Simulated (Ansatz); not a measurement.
`C#CBCC` + H₂O → `C#CBO` + `CC`  (formal hydrolysis of a B–C bond)

Program: Ansatz. Geometries: PBE0-D4/def2-TZVP. ΔE: electronic, gas phase. CBS: MP2 limit from def2 TZ/QZ plus the TZ coupled-cluster correction, frozen cores. This one scheme is used for every species. DFT in def2-TZVPP. One conformer a species, not always the lowest.

`C#CBCC`:

Cartesian coordinates in Å:
```
C -0.329 -3.180 0.078
C 0.001 -2.028 0.242
B 0.420 -0.587 0.437
C -0.409 0.588 -0.159
C 0.280 1.943 -0.248
H -0.616 -4.196 -0.064
H 1.391 -0.376 1.109
H -1.271 0.652 0.531
H -0.865 0.301 -1.113
H 0.689 2.242 0.720
H -0.404 2.728 -0.579
H 1.113 1.915 -0.955
```

H₂O:

Z-matrix (Å, degrees):
```
O
H 1 0.960
H 1 0.960 2 105.1
```

`C#CBO`:

```xyz
7

C     1.515   -0.385    0.929
C     0.417   -0.193    0.466
B    -0.979    0.045   -0.110
O    -1.151    0.558   -1.347
H     2.482   -0.556    1.342
H    -1.962   -0.214    0.516
H    -0.321    0.745   -1.797
```

`CC`:

Cartesian coordinates in Å:
```
C 0.572 -0.113 -0.486
C -0.572 0.113 0.486
H 1.223 0.763 -0.546
H 1.191 -0.961 -0.184
H 0.205 -0.318 -1.494
H -1.223 -0.763 0.546
H -1.191 0.961 0.184
H -0.205 0.318 1.494
```

```csv
level,ΔE (kJ/mol)
BHLYP-D4,-143.2
MP2/def2-SVP,-165.9
SCS-MP2/def2-TZVPP,-142.8
HF/CBS(def2),-149.2
```

Question: What does CCSD(T)/CBS give? (Best estimate.)

Answer: Ansatz gave: -135.4 kJ/mol. The listed levels differ from it by -7.8, -30.5, -7.4, -13.8 kJ/mol.

Largest T1 diagnostic among the species: 0.015.

In def2-TZVPP, CCSD(T) changes the Hartree–Fock value by +9.5 kJ/mol (the triples alone add +0.4 kJ/mol) and MP2 by +10.4 kJ/mol. Leaving LDA and LC-ωPBE aside and taking each functional with its dispersion term where it has one, the values, not all of them listed here, spread over 12.2 kJ/mol, from B2PLYP to revPBE-D4.

CCSD(T)/CBS has its own doubt, a few kJ/mol and more with outer-core shells, so smaller differences from it don't rank the levels.
